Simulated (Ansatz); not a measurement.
Calculated with Ansatz (gas phase, PBE0-D4/def2-TZVP geometries, no zero-point term in ΔE). CCSD(T)/CBS is the MP2 limit (def2-TZVPP, def2-QZVPP) plus CCSD(T) − MP2 in def2-TZVPP, frozen cores. This one scheme is used for every species. One conformer a species, not always the lowest.

Consider the formal exchange of groups at the Al–F bond: `[F][Al]([F])[SH]` + `BCOC` → `BC[O][Al]([F])[SH]` + fluoromethane.

```
          level  ΔE (kcal/mol)
CCSD/def2-TZVPP           15.0
  MP2/CBS(def2)           16.5
```

Question: What does CCSD(T)/CBS give? (An estimate is asked.)

Answer: Ansatz gave: +15.5 kcal/mol. The listed levels differ from it by -0.5, 1.0 kcal/mol.

Largest T1 diagnostic among the species: 0.012.

In def2-TZVPP, CCSD(T) changes the Hartree–Fock value by +1.5 kcal/mol (the triples alone add +0.1 kcal/mol) and MP2 by +2.4 kcal/mol.
